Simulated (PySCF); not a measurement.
A thermochemical cycle for ZnO

r²SCAN in PySCF with def2-SVPD on every atom, for the lowest determinant that a PBE0 search found; no spin–orbit coupling. ZnO, a triplet (σ ↑, π ↑), has De = 2.20 eV to neutral atoms, and ZnO⁺, a doublet (π ↑), has De = 2.03 eV to Zn⁺ + O.

At the same level the Zn atom ionises at 8.83 eV.

Problem. What is the adiabatic ionisation energy of the molecule, and does ionisation strengthen or weaken the bond?

Solution. IE = IE(Zn) + De(neutral) − De(ion) = 8.83 + 2.20 − 2.03 = 9.00 eV. De changes by -0.17 eV, so ionisation weakens the bond.

For an ion De counts to the pair picked by the measured ionisation energies or electron affinities, which need not be the lowest pair at this level. States were picked by a PBE0 search and need not be the measured ground states.
